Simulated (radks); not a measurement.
Values are calculated unless marked as measured or tabulated.
Spherical jellium clusters: N electrons in a uniform positive sphere of charge N and radius rs N^(1/3), rs = 2.23 bohr. Level of theory: non-relativistic Kohn-Sham, LDA (Slater exchange, Perdew-Wang correlation), spin-polarised, spherical densities (a radial shooting solver with Libxc functionals). Levels are named by radial order and angular momentum (1s, 1p, 1d, 2s, ...), and open shells are averaged over m. At N = 27 the configuration is 1s2 1p6 1d10 2s2 1f(up 7, down 0). The background grows by one charge. Does electron 28 go into 2p down or 2p up or 1f down?

Answer. Into 1f down. The total energies of the other choices lie higher by 0.206 eV (2p up), 0.592 eV (2p down).
